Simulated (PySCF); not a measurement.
## Vanadium: a sound run and one with changed settings

Sound run: V²⁺ [Ar] 3d3, V³⁺ [Ar] 3d2. All numbers are calculated (PySCF 2.14, scalar relativity by spin-free X2C-1e, in cc-pVDZ-DK). In the sound run the correlated levels freeze [Ar]. The sound run starts from symmetry-adapted Hartree-Fock orbitals and uses a fine grid where one is needed.

Changed run: basis STO-3G, all-electron and non-relativistic. This setting is unsound on purpose.

| species | method | sound run (hartree) | changed run (hartree) | converged |
| --- | --- | --- | --- | --- |
| V²⁺ | UHF | -947.42831 | -932.43195 | yes |
| V²⁺ | BP86 | -948.50067 | -933.29535 | yes |
| V²⁺ | M06-L | -948.34587 | -933.22141 | yes |
| V²⁺ | MP2 | -947.44088 | -932.43205 | yes |
| V³⁺ | UHF | -946.38225 | -931.51142 | yes |
| V³⁺ | BP86 | -947.39171 | -932.33060 | yes |
| V³⁺ | M06-L | -947.25096 | -932.26537 | yes |
| V³⁺ | MP2 | -946.38440 | -931.51142 | yes |

Ionisation energy of V²⁺:

```
 method  sound run (eV)  changed run (eV)
    UHF          28.465            25.049
   BP86          30.176            26.252
  M06-L          29.794            26.015
    MP2          28.748            25.052
SCS-MP2          28.559            25.050
```

A minimal basis cannot let orbitals breathe on ionisation and holds almost no correlation. The Hamiltonian changed with the basis, so the totals do not compare.

For comparison, NIST gives 29.311 eV between the lowest levels.
